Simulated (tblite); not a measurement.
C₆H₇NO (charge +1 and doublet state).
SMILES with atom numbers: `[CH3:1]/[N:2]=[CH:3]\[C+:4]1[CH:5][CH:6]=[CH:7][O:8]1` (hydrogens: H9, H10, H11 on C1; H12 on C3; H13 on C5; H14 on C6; H15 on C7)

Computed geometry: GFN2-xTB, gas phase. This method treats the open shell by occupation alone, without spin polarisation.

(1) What internal coordinates does the optimisation give?

Results:

(1) 
```csv
bond,length (pm),order
C1–N2,137.2,single
N2=C3,125.3,double
C3–C4,143.1,single
C4–C5,139.1,single
C5–C6,139.7,single
C6=C7,138.1,double
C7–O8,132.5,single
C4–O8,135.9,single
"C1–H9, C1–H10, C1–H11",109.8,single
C3–H12,108.9,single
C5–H13,107.1,single
C6–H14,107.1,single
C7–H15,107.4,single
```

Bonds in one row agree within 1 pm and their mean is given. Orders are formal, as drawn. A selection of angles:
```csv
angle,degrees
C1–N2–C3,141.5
N2–C3–C4,126.5
C3–C4–C5,129.9
C3–C4–O8,120.4
C5–C4–O8,109.7
C4–C5–C6,105.8
C5–C6–C7,106.1
C6–C7–O8,111.2
C4–O8–C7,107.1
```

Dihedral angles: C1–N2–C3–C4 -18° (synperiplanar); N2–C3–C4–C5 -173° (antiperiplanar); C3–C4–C5–C6 180° (antiperiplanar); C4–C5–C6–C7 -2° (synperiplanar); C5–C6–C7–O8 0° (synperiplanar); C6–C7–O8–C4 1° (synperiplanar); C3–C4–O8–C7 180° (antiperiplanar). The mirror-image conformer, all signs reversed, is as good.

The C–C distances run from 1.381 Å (C6=C7, drawn double in one of several resonance forms) to 1.431 Å (C3–C4, drawn single in one of several resonance forms), a spread of 0.050 Å. C6 (carbon bonded to 2 C and H) is planar (angles 127.2°, 126.8° and 106.1°, sum 360.0°, 0.00 Å off the plane of its three neighbours). C7 (carbon bonded to C, O and H) is planar (angles 131.1°, 117.6° and 111.2°, sum 360.0°, 0.01 Å off the plane of its three neighbours). The 2 C–O bonds span 1.325 Å (C7–O8, drawn single) to 1.359 Å (C4–O8, drawn single), a spread of 0.034 Å. N2 (nitrogen bonded to 2 C) is bent (angle 141.5°). Of the pairs four or more bonds apart, C1···O8 is among the closest relative to their van der Waals radii: 3.09 Å, 96 % of the sum of Bondi's values. C5 (carbon bonded to 2 C and H) is planar (angles 127.6°, 126.5° and 105.8°, sum 360.0°, 0.01 Å off the plane of its three neighbours).

Its GFN2-xTB frequencies are all real (lowest 88 cm⁻¹).

On an Arm Neoverse V1 with one thread (shared host), this took 0.62 s of wall time. This is the geometry optimisation.
